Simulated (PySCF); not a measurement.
PySCF input for pyrimidine (C4H4N2), SMILES c1cncnc1, SMD-M06-2X/def2-SVP. The structure is a stationary point at PBE0-D3(BJ)/def2-SVP.

```python
import numpy as np
from pyscf import gto, scf, dft
from pyscf.solvent import smd

mol = gto.M(
    atom='''
    C    -0.00000000   -0.00000009   -1.35344432
    C    -0.00000000   -1.18266792   -0.61809411
    N    -0.00000000   -1.18941625    0.71221017
    C     0.00000000    0.00000009    1.30739077
    N     0.00000000    1.18941634    0.71221000
    C     0.00000000    1.18266783   -0.61809428
    H    -0.00000000   -0.00000018   -2.44493540
    H     0.00000001   -2.15848759   -1.11838727
    H     0.00000000    0.00000018    2.40422067
    H     0.00000000    2.15848742   -1.11838758
    ''',
    basis='def2-SVP',
    charge=0,
    spin=0,
    max_memory=1600,
    verbose=3,
)
mf = dft.RKS(mol, xc='m06-2x').density_fit(auxbasis='def2-universal-jkfit')
mf.grids.level = 4
mf.conv_tol = 1e-9
mf.max_cycle = 100
mf.kernel()
res = {}
for name in ['water', 'chlorobenzene', 'ethanol']:
    s = mf.SMD()
    s.with_solvent.solvent, s.with_solvent.sasa_ng = name, 302
    s.kernel(mf.make_rdm1())
    res[name] = (s.e_tot, s.with_solvent.get_cds(), s.dip_moment(), s.mo_energy, s.converged)
    print(f'SMD {name}: dG(solv) = {(s.e_tot - mf.e_tot) * 627.509474:.3f} kcal/mol, of which CDS {res[name][1] * 627.509474:.3f}')
```

It prints:

```
converged SCF energy = -264.011605371477
converged SCF energy = -264.022104686246
Dipole moment(X, Y, Z, Debye):  0.00000, -0.00000, -3.16028
SMD water: dG(solv) = -6.588 kcal/mol, of which CDS -0.139
converged SCF energy = -264.024050400067
Dipole moment(X, Y, Z, Debye):  0.00000, -0.00000, -2.92936
SMD chlorobenzene: dG(solv) = -7.809 kcal/mol, of which CDS -2.937
converged SCF energy = -264.022301702091
Dipole moment(X, Y, Z, Debye):  0.00000, -0.00000, -3.11691
SMD ethanol: dG(solv) = -6.712 kcal/mol, of which CDS -0.552
```

Self-consistency was reached.
